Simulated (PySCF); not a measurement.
Species: C6H9NO.
Structure used (GFN2-xTB), in Å, numbered top down from 1:
```xyz
17
C6H9NO angstrom
C      2.0823   -1.2666   -1.4777
N      1.3299   -0.4302   -0.9082
C      1.5038   -0.1333    0.4270
C      0.7002    0.7334    1.0486
C     -0.4466    1.4220    0.3848
C     -1.7063    0.6370    0.7408
C     -2.0014   -0.4906   -0.2058
O     -2.3778    0.9001    1.7028
H      1.9192   -1.4756   -2.5239
H      2.8957   -1.8037   -0.9781
H      2.3243   -0.6155    0.9622
H      0.8435    0.9347    2.0998
H     -0.3007    1.4189   -0.6935
H     -0.5428    2.4379    0.7691
H     -2.7022   -1.1910    0.2406
H     -1.0811   -0.9932   -0.4910
H     -2.4470   -0.0724   -1.1074
```

The calculation used TDDFT B3LYP/def2-SVPD, vertical, gas phase, core orbitals frozen in the response in PySCF.

Computed singlets with f of 0.002 or more:

```csv
state,ν̃ (cm⁻¹),f
S1,32510,0.061
S3,38990,0.045
S4,43970,0.310
S5,49560,0.058
S6,49960,0.010
S7,51330,0.011
S8,54570,0.060
```

Q: Give A, τ, |μ| and ∫σ dE for each state.

A: Relations used (vacuum, state to state): A = 0.6670 f ν̃² s⁻¹ (ν̃ in cm⁻¹); τ = 1/A; f = (2/3) ΔE |μ|² in atomic units; ∫σ dE = 109.76 f Mb·eV.

| state | A (s⁻¹) | τ | \|μ\| (D) | ∫σ dE (Mb·eV) |
| --- | --- | --- | --- | --- |
| S1 | 4.3×10⁷ | 23 ns | 1.99 | 6.7 |
| S3 | 4.5×10⁷ | 22 ns | 1.56 | 4.9 |
| S4 | 4.0×10⁸ | 2.5 ns | 3.87 | 34 |
| S5 | 9.6×10⁷ | 10 ns | 1.58 | 6.4 |
| S6 | 1.7×10⁷ | 60 ns | 0.65 | 1.1 |
| S7 | 1.9×10⁷ | 52 ns | 0.67 | 1.2 |
| S8 | 1.2×10⁸ | 8.4 ns | 1.53 | 6.6 |

Only emission to the ground state at the vertical energy is counted.

Q: Suppose S1 emitted 0.3 eV lower with the same transition dipole. How would A change?

A: At fixed |μ|, A goes as the cube of the energy: (3.73/4.03)³ = 0.79, which makes τ about 30 ns.

Q: What is the integrated cross-section of all computed states together?

A: Σf = 0.555 over S1 to S8, so 109.76 × Σf ≈ 61 Mb·eV.

Q: How much energy does a mole of photons resonant with S4 carry?

A: 5.452 eV × 96.485 = 526 kJ/mol (126 kcal/mol).

One conformer stands for the species.
